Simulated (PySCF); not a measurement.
BrFH2InN, SMILES [NH2][In]([F])[Br]. Atoms are numbered in the order given.

```xyz
6

In     0.0315    -0.6041     0.2698
F     -1.4486    -1.7889    -0.2010
Br    -0.0483     1.6318    -0.7557
N      1.3489    -1.2065     1.6692
H      2.2571    -0.7499     1.6320
H      1.4812    -2.2140     1.7242
```
Charge 0, spin multiplicity 1.

Geometry optimised at PBE0-D3(BJ)/def2-SVP. The structure was generated by enumeration; whether it is a known compound was not checked. The def2 effective core potentials stand for the cores of In; spin–orbit coupling is left out. Other conformers were not sampled.

These are PBE0-D3(BJ)/def2-SVP (PySCF) values and carry that method's errors.

Frequencies are harmonic and unscaled.

| mode | ν (cm⁻¹) | IR (km/mol) | Raman (Å⁴/amu) | depolarisation | moving atoms (share of kinetic energy) |
|---|---|---|---|---|---|
| 1 | 89 | 3.4 | 2.4 | 0.73 | N 40 %, In 20 %, Br 16 %, F 13 %, H 12 % |
| 2 | 124 | 22.5 | 2.2 | 0.72 | F 62 %, N 17 %, In 8 % |
| 3 | 125 | 12.5 | 0.9 | 0.43 | In 35 %, N 27 %, F 26 %, H 8 % |
| 4 | 252 | 8.7 | 4.4 | 0.27 | H 64 %, Br 20 %, In 10 % |
| 5 | 264 | 43.1 | 4.6 | 0.14 | Br 41 %, H 30 %, In 25 % |
| 6 | 441 | 148.6 | 16.3 | 0.10 | H 64 %, N 34 % |
| 7 | 611 | 54.5 | 12.1 | 0.12 | F 71 %, N 12 %, In 9 % |
| 8 | 639 | 38.3 | 11.2 | 0.44 | N 47 %, H 22 %, In 15 %, F 15 % |
| 9 | 812 | 41.7 | 0.4 | 0.71 | H 90 %, N 9 % |
| 10 | 1518 | 10.9 | 2.1 | 0.73 | H 91 %, N 9 % |
| 11 | 3567 | 32.6 | 185.6 | 0.10 | H 96 % |
| 12 | 3679 | 34.3 | 99.7 | 0.74 | H 91 %, N 9 % |
